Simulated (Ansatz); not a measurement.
Ti(F)3(OH) (F3HOTi), SMILES [OH][Ti]([F])([F])[F], multiplicity 1. Atoms are numbered in the order given.

```xyz
6

Ti     0.0000     0.0000    -0.0200
F      1.4132     0.8159    -0.6140
F     -1.4132     0.8159    -0.6140
F      0.0000    -1.6319    -0.6140
O      0.0000     0.0000     1.7114
H      0.0000     0.0000     2.6710
```
Charge 0, spin multiplicity 1.

Geometry optimised at PBE0-D3(BJ)/def2-SVP. The multiplicity is an assumed one; other spin states were not compared. One conformer was computed; it need not be the lowest.

Two levels are set side by side: PBE-D3(BJ)/def2-SVP (Ansatz, a first-principles code) and PBE0-D3(BJ)/def2-SVP (Ansatz). Each level has its own optimised geometry; the coordinates shown are those of the second. Differences are taken from unrounded values.

```
quantity              PBE0-D3(BJ)
--------------------  -----------
mean bond length (Å)        1.580
bond Ti1–F2 (Å)             1.737
bond Ti1–F3 (Å)             1.737
bond Ti1–F4 (Å)             1.737
bond Ti1–O5 (Å)             1.731
bond O5–H6 (Å)              0.960
```

Q: What does PBE-D3(BJ) give, and how far is it from PBE0-D3(BJ)? (An estimate is asked for; the answer gives what the named calculation found.)

A: 
| quantity | PBE-D3(BJ) | PBE-D3(BJ) minus PBE0-D3(BJ) |
|---|---|---|
| mean bond length (Å) | 1.597 | 0.016 |
| bond Ti1–F2 (Å) | 1.754 | 0.018 |
| bond Ti1–F3 (Å) | 1.754 | 0.018 |
| bond Ti1–F4 (Å) | 1.754 | 0.018 |
| bond Ti1–O5 (Å) | 1.751 | 0.019 |
| bond O5–H6 (Å) | 0.969 | 0.010 |

Exact exchange shortens and stiffens bonds; PBE has none. Differences between two approximate levels are no errors against the true value.
